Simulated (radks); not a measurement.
Charge is removed step by step from the 2p down level of Hf3+, starting from [He] 2s2 2p(up 3, down 3) 3s2 3p6 3d10 4s2 4p6 4d10 4f14 5s2 5p6 5d1. All-electron calculation, non-relativistic Kohn-Sham, BLYP, spin-polarised, spherical densities, point nucleus; open shells are filled with parallel spins first (spin-orbit coupling, left out, can overturn this in heavy ions); relativity is left out, which matters for an element this heavy. Program: a radial shooting solver on a logarithmic mesh with Libxc functionals.

| removed (e) | E - E(0) (eV) | eigenvalue (eV) | E minus straight line (eV) |
|---|---|---|---|
| 0 | 0.000 | -9437.6 | 0.000 |
| 0.125 | 1181.3 | -9462.9 | -11.101 |
| 0.25 | 2365.7 | -9488.3 | -19.036 |
| 0.375 | 3553.4 | -9513.6 | -23.802 |
| 0.5 | 4744.1 | -9539.0 | -25.396 |
| 0.625 | 5938.1 | -9564.4 | -23.815 |
| 0.75 | 7135.3 | -9589.9 | -19.057 |
| 0.875 | 8335.6 | -9615.3 | -11.119 |
| 1 | 9539.1 | -9640.8 | 0.000 |

Removing the whole electron costs 9539.1 eV by Delta-SCF, against 9437.6 eV from minus the eigenvalue at the starting occupation. Slater's transition state (half an electron removed) gives 9539.0 eV. Integrating minus the eigenvalue over the occupation (Janak's theorem) gives 9539.1 eV. The mean slope of the eigenvalue, de/dn, is 203 eV per electron.
